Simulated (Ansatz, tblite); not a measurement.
Forces on CuCl₂ at its r2SCAN-D4/def2-TZVP geometry. Charge 0, multiplicity 2.

The xTB rows come from tblite. At PBE-D4/def2-TZVP the gap within one spin of the charge 0 doublet nearly closes, so an electron or hole may be smeared out by delocalisation error.

GFN1-xTB (tblite), largest force 0.17 eV/Å:

```xyz
3
positions Å, forces eV/Å
Cu    0.000    0.000    0.000    0.000    0.000    0.000
Cl   -0.997    1.712   -0.557    0.080   -0.137    0.045
Cl    0.997   -1.712    0.557   -0.080    0.137   -0.045
```

GFN2-xTB (tblite), largest force 0.16 eV/Å:

```
Cu 0.000 0.000 0.000
Cl 0.079 -0.136 0.044
Cl -0.079 0.136 -0.044
```

PBE-D4/def2-TZVP (Ansatz), largest force 0.23 eV/Å:

```
Cu 0.000 0.000 0.000
Cl -0.111 0.191 -0.062
Cl 0.112 -0.191 0.062
```
